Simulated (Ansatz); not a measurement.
Job for Ansatz (a program for electronic structure): FCI/cc-pVDZ on SeH, 2S+1 = 2, a point of a bond scan (R = 4.720 Å). The run froze 14 orbitals, filled d shells among them.

Ansatz 0.2 input:
```yaml
crystal:
  periodic: [false, false, false]
  atoms:
    - {symbol: Se, position_ang: [-0.00000000, -0.00000000, -0.04214023]}
    - {symbol: H, position_ang: [0.00000000, 0.00000000, 4.67756505]}
basis:
  gaussian:
    orbitals: cc-pVDZ
magnetization: {spin_polarized: false, initial_magnetization: 1}
correlation: {method: fci, electrons: outside_noble_gas}
```

Problem. Predict the final total energy.

Solution. -2400.3845 hartree.

Problem. How many basis functions does it have, and what does it roughly cost on one machine?

Solution. 32 functions; roughly 16 core-seconds.
